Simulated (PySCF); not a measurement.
Delta-SCF ions had no search for a lower state. Excitations are Tamm–Dancoff values on a coarser integration grid. The basis has no diffuse functions, so Rydberg states are missing or too high.

Z-matrix (Å, degrees):
```
C
C 1 1.3260
H 2 1.0824 1 136.15
C 1 1.4827 2 138.65 3 0.05
H 4 1.0925 1 110.40 2 -120.97
H 4 1.0927 5 106.68 1 119.96
H 4 1.0928 5 108.70 6 117.04
Si 2 1.8196 3 154.69 1 -179.16
H 8 1.4855 2 119.85 3 76.46
Si 8 2.3349 9 113.85 2 155.27
H 10 1.4829 8 109.00 9 177.51
H 10 1.4846 11 108.77 8 -121.63
H 10 1.4849 11 108.77 12 -117.08
```
Charge 0, spin multiplicity 1.

Task: What S1 oscillator strength, total energy, T1 excitation (TDA), vertical ionisation energy (Delta-SCF), S1 excitation (TDA), dipole moment, HOMO and LUMO does PBE-D3(BJ)/def2-TZVP // B3LYP-D3(BJ)/def2-TZVP (PySCF) give?

Result: 
| Quantity | Value |
|---|---|
| S1 oscillator strength | 0.028 |
| total energy | -697.6502 Ha |
| T1 excitation (TDA) | 4.42 eV |
| vertical ionisation energy (Delta-SCF) | 8.86 eV |
| S1 excitation (TDA) | 5.26 eV |
| dipole moment | 1.26 D |
| HOMO | -6.08 eV |
| LUMO | -1.24 eV |
